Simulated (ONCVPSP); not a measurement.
# Configuration tests for nickel (Ni) (ONCV)

```json
{
  "Element": "nickel (Ni)",
  "Generator": "ONCVPSP 4.0.1",
  "Type": "optimised norm-conserving Vanderbilt (ONCV)",
  "Functional": "PBEsol",
  "Relativity": "scalar-relativistic",
  "Frozen core": "[Ne]",
  "Valence charge": "18",
  "Reference configuration": "3s2 3p6 3d8 (charge +2)",
  "Partial waves": "3s: rc 1.25 bohr, ncon 4, nbas 8, qcut 7.3 1/bohr, 2 projectors, debl 3.6 Ha; 3p: rc 0.90 bohr, ncon 5, nbas 9, qcut 12 1/bohr, 1 projector; 3d: rc 1.65 bohr, ncon 4, nbas 8, qcut 10.3 1/bohr, 2 projectors, debl 1.5 Ha",
  "Local potential": "polynomial inside 0.70 bohr (lpopt 2, dvloc0 1 Ha)",
  "Core correction": "polynomial model core, fcfact 0.15"
}
```

In the s channel the program set the typed energies aside and used -4.793, 0.250 Ha.

Energies are relative to the spin-unpolarised reference configuration 3s2 3p6 3d8; without spin polarisation the order of configurations can differ from experiment.

```
valence configuration  charge  ΔE all-electron (eV)  error AE − PS (meV)
      3s2 3p6 3d8 4s2       0               -26.599                  +15
          3s2 3p6 3d7      +3                37.437                 +116
      3s1 3p6 3d8 4s2      +1                92.522                 -561
```

Task: What are ΔE and the potential's error for 3s2 3p6 3d8 4s1?

Result: ΔE = -17.261 eV all-electron; the error (AE − PS) is +5.6 meV.

Levels in the configuration 3s1 3p6 3d8 4s2:

```json
{"level": "3s", "all-electron (eV)": "-128.154", "pseudo (eV)": "-129.365"}
{"level": "3p", "all-electron (eV)": "-88.423", "pseudo (eV)": "-89.106"}
{"level": "3d", "all-electron (eV)": "-25.029", "pseudo (eV)": "-24.856"}
{"level": "4s", "all-electron (eV)": "-15.126", "pseudo (eV)": "-15.178"}
```
